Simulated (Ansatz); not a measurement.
BrH2In, SMILES `[Br][InH2]`, 4 atoms. Charge 0, multiplicity 1. Correlated methods include outer-core shells of Br, In, which these sets cover unevenly. Scalar relativity is left out up to krypton. In takes the def2 core potential. All runs use 4 threads of an Intel Xeon Platinum 8259CL on a shared host. Correlated methods freeze the cores. Open-shell runs search over several starts.

Problem. Give the basis size and wall time and peak host memory of each of these runs in Ansatz. RHF-CCSD(T)/def2-QZVPP energy; UKS PBE-D4/def2-TZVPP energy of the cation; UKS B3LYP-D4/def2-TZVPP energy of the cation; RKS B3LYP-D4/def2-TZVPP energy and forces; RKS ωB97M-V/def2-TZVPP energy and forces; RKS ωB97M-V/def2-QZVPP energy; UKS PBE0-D4/def2-TZVPP energy of the cation; RKS PBE0-D4/def2-TZVP frequencies; UKS ωB97M-V/def2-TZVPP energy of the cation; UKS r2SCAN-D4/def2-TZVPP energy of the cation; RKS ωB97M-V/def2-SVP energy; RKS PBE0-D4/def2-SVP energy. (An estimate is asked.)

Solution. Computed: Other jobs shared the machine, so times are rough.

```tsv
level	job	functions	wall time	peak host memory (GiB)
RKS PBE0-D4/def2-SVP	energy	68	0.7 s	0.15
RKS B3LYP-D4/def2-TZVPP	energy and forces	126	1.6 s	0.27
RKS ωB97M-V/def2-SVP	energy	68	2.2 s	0.22
UKS PBE0-D4/def2-TZVPP	energy of the cation	126	2.8 s	0.35
UKS B3LYP-D4/def2-TZVPP	energy of the cation	126	3.3 s	0.35
RKS ωB97M-V/def2-TZVPP	energy and forces	126	4.2 s	0.35
RKS ωB97M-V/def2-QZVPP	energy	231	6 s	0.72
UKS PBE-D4/def2-TZVPP	energy of the cation	126	9 s	0.27
RKS PBE0-D4/def2-TZVP	frequencies	110	12 s	0.25
UKS ωB97M-V/def2-TZVPP	energy of the cation	126	15 s	0.71
UKS r2SCAN-D4/def2-TZVPP	energy of the cation	126	17 s	0.34
RHF-CCSD(T)/def2-QZVPP	energy	231	22 s	2.1
```

B3LYP here is the variant with VWN-RPA as its local correlation; programs differ in this.
